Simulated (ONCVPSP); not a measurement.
# barium, ONCV: configuration errors across variants

barium, optimised norm-conserving Vanderbilt (ONCV), made with ONCVPSP 4.0.1 (PBEsol, scalar-relativistic). Core [Kr] 4d10, reference 5s2 5p6 6s2. Waves: 5s+6s: rc 2.70 bohr, ncon 3, nbas 6, qcut 4.1 1/bohr, 3 projectors, debl 3.4 Ha; 5p: rc 2.50 bohr, ncon 5, nbas 9, qcut 7 1/bohr, 1 projector; d scattering state at 0.44 Ha: rc 2.50 bohr, ncon 3, nbas 7, qcut 4.6 1/bohr, local. Local part: the d channel. Core correction: polynomial model core, fcfact 0.2.

In the d channel the program set the typed energies aside and used 0.050 Ha.

All-electron excitation energies from the reference (eV): (1) 5s2 5p6 6s1 5.382; (2) 5s2 5p6 6s0 15.276; (3) 5s2 5p6 6s1.5 2.147; (4) 5s2 5p6 6s1 6p1 2.050.

1 further variants failed, have other tests or too few solved ones, and are left out.

Errors AE − PS in meV (a dash: test not solved or not reliable):

```csv
change,(1),(2),(3),(4),bound ghosts,GHOST(+) flags above zero
base,-1.0,-5.4,-0.3,+50,none,s
s: qcut 2.9; p: qcut 4.9; d: qcut 3.2,-1.1,-7.1,-0.3,+25,none,none
s: qcut 5.4; p: qcut 9.2; d: qcut 6.1,-0.8,-3.7,-0.3,+23,none,none
s: qcut 5.9; p: qcut 10.1; d: qcut 6.6,-0.5,-1.1,-0.2,+30,none,"s, p"
```

Task: Give the same row for: s: qcut 3.4; p: qcut 5.9; d: qcut 3.8.

Result: -1.1, -6.4, -0.3, +47; bound ghosts: none; GHOST(+) flags above zero: s.
